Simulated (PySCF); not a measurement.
Heteronuclear NMR

Structure with atom numbers: `[F:1][CH2:2][C:3]([F:4])([F:5])[C:6]([F:7])([F:8])[F:9]`; H(Xn) means a hydrogen on atom n.

PySCF calculation with NMR shieldings at PBE0/pcSseg-1/GIAO and structure optimised with GFN2-xTB; a single conformation, relativity neglected, no solvent model, rapidly exchanging positions averaged.

Problem. Where does ¹⁹F resonate?

Solution. 
| atoms | environment | σ (ppm) | δ (ppm) |
| --- | --- | --- | --- |
| F7/F8/F9 | fluorine of a CF3 group | 266.9 | -80.2 |
| F4/F5 | fluorine of a CF2 group | 313.5 | -122.2 |
| F1 | fluorine on an sp3 carbon | 440.7 | -237.1 |

Shieldings were converted by a linear fit to measured shifts: ¹⁹F: δ = 146.13 − 0.903σ +14.6 on sp3 carbon (rms 6.0 ppm, 223 shifts, 7.0 ppm with the 5 outliers that the fit left out vs CFCl3, solution or neat liquid). Occasional misses reach two or three times the rms, and more in compound classes unlike the fitted ones.

On a 300 MHz spectrometer ¹⁹F resonates near 282.3 MHz, so 1 ppm is 282.3 Hz.
